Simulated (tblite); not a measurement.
Compound: C₅H₁₁FO₃Si.
Geometry (GFN2-xTB, Å), atoms numbered from 1 in this order:
```
atom  x, y, z in Å
C1     2.890    0.380   -0.622
C2     1.679   -0.552   -0.671
Si3    0.474   -0.277    0.770
F4     1.292   -0.370    2.159
C5    -0.458    1.400    0.737
O6    -1.869    1.154    0.752
C7    -2.352    0.593   -0.409
O8    -1.750   -0.628   -0.783
C9    -1.716   -1.604    0.211
O10   -0.608   -1.467    1.033
H11    3.417    0.261    0.320
H12    2.583    1.419   -0.707
H13    3.579    0.157   -1.434
H14    1.176   -0.435   -1.633
H15    2.034   -1.584   -0.633
H16   -0.275    1.978    1.642
H17   -0.214    2.032   -0.125
H18   -2.186    1.243   -1.283
H19   -3.429    0.451   -0.240
H20   -2.619   -1.565    0.837
H21   -1.655   -2.570   -0.305
```

Level: GFN2-xTB in tblite, geometry and Hessian alike; calculated harmonic values, unscaled, isolated species. Errors from tens to a few hundred cm⁻¹ against measured bands are possible. One conformer, not necessarily the lowest.

Harmonic wavenumbers (cm⁻¹): 43.2, 59.5, 87.0, 139.7, 150.6, 173.2, 211.8, 228.6, 248.4, 285.5, 294.3, 349.2, 409.5, 542.5, 641.7, 653.3, 713.1, 754.2, 777.1, 819.5, 840.4, 914.4, 960.5, 984.9, 1023.8, 1025.3, 1058.2, 1075.9, 1105.5, 1118.1, 1121.9, 1199.6, 1232.9, 1242.0, 1277.1, 1285.8, 1293.9, 1336.0, 1339.4, 1417.3, 1439.6, 1444.6, 1451.6, 1470.6, 1504.9, 1509.3, 2861.1, 2886.9, 2896.8, 2901.1, 2924.5, 2970.2, 2983.1, 2992.6, 3028.6, 3039.8, 3055.0.

A = 1721, B = 858.1, C = 841.1 MHz; mass 166.046 u (most abundant isotopes); point group C1, symmetry number 1.

Question: Zero-point energy?

Answer: Half the sum of the wavenumbers: 35898 cm⁻¹ = 429.43 kJ/mol.

Question: Entropy at 298.15 K, 1 bar (ideal gas, RRHO, classical rotation)?

Answer: Translation 172.61, rotation 125.26, vibration 148.55: S = 446.4 J/(mol K).

Question: And Cp and H(298.15 K) − H(0)?

Answer: Cp = 180.41 J/(mol K), of which vibrations give 147.15 (their classical limit is 57 R = 473.9); H(298.15 K) − H(0) = 32.94 kJ/mol without the zero-point energy, 23.02 from vibrations.

Question: What must be added to the electronic energy to get the Gibbs energy at 298.15 K and 1 bar?

Answer: ZPE + [H(298.15 K) − H(0)] − T·S = 429.43 + 32.94 − 133.10 = 329.27 kJ/mol.

Question: Which modes carry the vibrational entropy at 298.15 K?

Answer: 43.2 cm⁻¹: 21.37; 59.5 cm⁻¹: 18.72; 87.0 cm⁻¹: 15.59; 139.7 cm⁻¹: 11.75; 150.6 cm⁻¹: 11.15; 173.2 cm⁻¹: 10.04 J/(mol K); the other 51 give 59.93 together.

Hindered rotation and anharmonicity are outside this model. Other conformers, if any are populated, would add a mixing term that is left out. The structure is chiral; the term R ln 2 for an equal mix with its mirror image is left out.
